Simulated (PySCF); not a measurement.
Mapped SMILES: `[CH3:1][O:2][CH2:3][CH2:4][O:5][C:6](=[O:7])[C:8](=[O:9])[O:10][SiH3:11]`. Each H is labelled by its parent atom.

Computed data (PySCF 2.14): shieldings: GIAO PBE0/pcSseg-1, structure optimised with GFN2-xTB. A single conformation, gas phase, relativity neglected, averaged over atoms made equivalent by symmetry, fast rotation or ring inversion.

List the cross peaks expected in HSQC, COSY and HMBC spectra.

## Answers



HSQC (one-bond C–H):
```
          δH         δC
4.59 (H(C4))  66.9 (C4)
3.62 (H(C3))  71.5 (C3)
3.60 (H(C1))  61.9 (C1)
```

COSY cross peaks (H two or three bonds apart, from the bond graph; peaks can be absent where the dihedral angle is near 90°):
```
          δH            δH
4.59 (H(C4))  3.62 (H(C3))
```

HMBC (two and three bonds, from the bond graph):
```
            δH                     δC
4.92 (H(Si11))             165.1 (C8)
  4.59 (H(C4))  166.7 (C6), 71.5 (C3)
  3.62 (H(C3))   66.9 (C4), 61.9 (C1)
  3.60 (H(C1))              71.5 (C3)
```

Chemical shifts δ = σref − σ; TMS for ¹H (31.72 ppm) and ¹³C (186.93 ppm), all at this level.

Short H···H contacts in this conformer between protons four or more bonds apart (candidates for NOE cross peaks, intensity ∝ r⁻⁶): H(C1)···H(C3) 2.41 Å.

Shifts are as computed. Against solution values, carbons near 30 ppm lie about +3 ppm off and those near 130 ppm about +5 ppm. Of 1211 compounds with measured shifts, 218 miss one by over three times the rms of a fit or turn the order of signals round; such compounds aren't used in these exercises.
